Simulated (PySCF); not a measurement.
# `C#C[C@@H]1NC[C@@H]1CC#N`, C7H8N2

Cartesian coordinates in Å; atom numbers follow the order of the lines, from 1:
```xyz
17

C     2.262   -1.026    1.721
C     1.780   -0.459    0.782
C     1.174    0.214   -0.344
N     0.693    1.574   -0.062
C    -0.546    1.336   -0.800
C    -0.279   -0.176   -0.722
C    -1.032   -0.873    0.408
C    -2.431   -0.989    0.088
N    -3.538   -1.072   -0.185
H     2.699   -1.517    2.538
H     1.849    0.141   -1.211
H     1.280    2.342   -0.364
H    -1.434    1.702   -0.279
H    -0.554    1.712   -1.830
H    -0.387   -0.729   -1.656
H    -0.622   -1.873    0.576
H    -0.922   -0.294    1.329
```

Theory: TDDFT B3LYP/def2-SVPD circular dichroism and optical rotation, one conformer, gas phase in PySCF. Geometry: GFN2-xTB.

The molecule is flexible and this is one conformer; a measurement averages over conformers. States above about 7.0 eV lie in this functional's continuum (it starts at minus the energy of the highest occupied orbital, well below the true ionisation energy for most functionals) and depend on the basis.

Stereocentres: C3 R, C6 S.

(1) Give the optical rotatory dispersion at 633, 589.3, 546, 436, 405, 365, 355 nm.

(2) And for the mirror image at 589.3 nm?

(3) What is the molar rotation [Φ] = [α]·M/100 of the geometry above at 589.3 nm?

Results:

(1) [α] in deg dm⁻¹ (g/mL)⁻¹:
```
λ (nm)  origin-invariant length gauge  modified velocity gauge  length gauge (centre of mass)  isotropic polarisability (au)
   633                         +177.6                   +191.7                         +176.3                           90.9
 589.3                         +208.5                   +224.9                         +207.0                           91.3
   546                         +248.3                   +267.7                         +246.5                           91.7
   436                         +427.3                   +459.7                         +424.4                           93.4
   405                         +517.2                   +555.8                         +513.6                           94.2
   365                         +688.0                   +738.0                         +683.4                           95.7
   355                         +745.5                   +799.2                         +740.5                           96.1
```

(2) -208.5 deg dm⁻¹ (g/mL)⁻¹ (origin-invariant length gauge): the same size and the opposite sign.

(3) With M = 120.16 g/mol, +250.5 deg cm² dmol⁻¹ (origin-invariant length gauge).

The first excitation lies at 5.78 eV (214 nm) with R = +7.1 × 10⁻⁴⁰ esu² cm² (velocity form).
